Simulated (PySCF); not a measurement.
Geometries of 2 isomers of C3H10OSi2, from PySCF 2.14.0, PBE0-D3(BJ)/def2-SVP geometry optimisation, gas phase. One conformer each, no zero-point energy, no frequencies.

**Question.** Which is lower in electronic energy at this level?
A.
```xyz
16
angstrom
C      2.216   -0.179   -0.555
O      1.757    0.603    0.510
Si     0.157    0.747    0.949
C     -0.996    1.214   -0.489
Si    -1.633   -0.580   -0.468
C     -0.731   -0.919    1.173
H      1.828    0.172   -1.529
H      3.315   -0.123   -0.590
H      1.937   -1.244   -0.444
H      0.160    1.663    2.124
H     -0.533    1.587   -1.415
H     -1.768    1.938   -0.180
H     -1.082   -1.393   -1.597
H     -3.120   -0.739   -0.435
H     -1.414   -0.907    2.039
H     -0.110   -1.825    1.244
```
B.
```xyz
16
angstrom
C      3.574   -1.007   -0.441
C      2.501   -0.739    0.302
O      1.312   -0.378   -0.226
Si    -0.085    0.004    0.629
C     -1.384    0.417   -0.636
Si    -3.077    0.893    0.039
H      3.534   -0.943   -1.531
H      4.509   -1.294    0.041
H      2.544   -0.803    1.400
H     -0.489   -1.167    1.465
H      0.188    1.166    1.529
H     -1.503   -0.453   -1.304
H     -1.006    1.248   -1.257
H     -4.016    1.202   -1.081
H     -2.967    2.098    0.917
H     -3.649   -0.227    0.848
```

**Answer.** A. That is `CO[SiH]1C[SiH2]C1`, 19.3 kcal/mol below the other.

| SMILES | atoms numbered as above | E (Eh) | relative (kcal/mol) | relative (kJ/mol) | dipole (D) |
| --- | --- | --- | --- | --- | --- |
| CO[SiH]1C[SiH2]C1 | [CH3:1][O:2][SiH:3]1[CH2:4][SiH2:5][CH2:6]1 | -773.79490 | 0.0 | 0.0 | 0.86 |
| C=CO[SiH2]C[SiH3] | [CH2:1]=[CH:2][O:3][SiH2:4][CH2:5][SiH3:6] | -773.76412 | 19.3 | 80.8 | 0.54 |

As drawn, the lower has a four-membered ring, which the higher lacks; the higher has a C=C bond outside aromatic rings, which the lower lacks.
